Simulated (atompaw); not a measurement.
u(r) = r·R(r): atom against pseudo-atom (osmium)

Columns: radius, all-electron u(r) and pseudo u(r) of the 6s shell (level -30.44 eV) of osmium in the configuration [Kr] 4d10 4f14 5s2 5p6 5d5 6s0 6p0; PBE, scalar-relativistic, PAW (atompaw) scheme, atompaw 4.2.0.5.

```json
{"r (bohr)": "0.098", "all-electron": "-0.0689", "pseudo": "-0.2708"}
{"r (bohr)": "0.196", "all-electron": "-0.0708", "pseudo": "-0.5175"}
{"r (bohr)": "0.294", "all-electron": "0.2166", "pseudo": "-0.7192"}
{"r (bohr)": "0.392", "all-electron": "0.2118", "pseudo": "-0.8600"}
{"r (bohr)": "0.490", "all-electron": "0.0101", "pseudo": "-0.9310"}
{"r (bohr)": "0.588", "all-electron": "-0.2066", "pseudo": "-0.9311"}
{"r (bohr)": "0.687", "all-electron": "-0.3495", "pseudo": "-0.8651"}
{"r (bohr)": "0.785", "all-electron": "-0.3969", "pseudo": "-0.7463"}
{"r (bohr)": "0.883", "all-electron": "-0.3645", "pseudo": "-0.5895"}
{"r (bohr)": "0.981", "all-electron": "-0.2759", "pseudo": "-0.4113"}
{"r (bohr)": "1.079", "all-electron": "-0.1536", "pseudo": "-0.2272"}
{"r (bohr)": "1.177", "all-electron": "-0.0163", "pseudo": "-0.0500"}
{"r (bohr)": "1.275", "all-electron": "0.1225", "pseudo": "0.1118"}
{"r (bohr)": "1.373", "all-electron": "0.2541", "pseudo": "0.2538"}
{"r (bohr)": "1.471", "all-electron": "0.3726", "pseudo": "0.3749"}
{"r (bohr)": "1.569", "all-electron": "0.4752", "pseudo": "0.4766"}
{"r (bohr)": "1.667", "all-electron": "0.5608", "pseudo": "0.5610"}
{"r (bohr)": "1.765", "all-electron": "0.6293", "pseudo": "0.6293"}
{"r (bohr)": "1.863", "all-electron": "0.6815", "pseudo": "0.6815"}
{"r (bohr)": "1.962", "all-electron": "0.7191", "pseudo": "0.7191"}
{"r (bohr)": "2.060", "all-electron": "0.7429", "pseudo": "0.7429"}
{"r (bohr)": "2.158", "all-electron": "0.7550", "pseudo": "0.7550"}
{"r (bohr)": "2.256", "all-electron": "0.7570", "pseudo": "0.7570"}
{"r (bohr)": "2.354", "all-electron": "0.7505", "pseudo": "0.7505"}
{"r (bohr)": "2.452", "all-electron": "0.7369", "pseudo": "0.7369"}
{"r (bohr)": "2.550", "all-electron": "0.7177", "pseudo": "0.7177"}
```

**Question.** How many radial nodes do the two functions have?

**Answer.** The all-electron 6s function has n − l − 1 = 5 (the table is too coarse to show those close to the nucleus); the pseudo-wave has 1, since 1 lower shell of the same l stays in the valence.

**Question.** At about which radius was the pseudo-wave matched?

**Answer.** 1.75 bohr, where the columns begin to agree (steps of 0.10 bohr).

**Question.** Is the pseudo-wave norm-conserving?

**Answer.** No, it belongs to a PAW set: the norm inside the radius is not constrained, and the difference is carried by the augmentation charge.
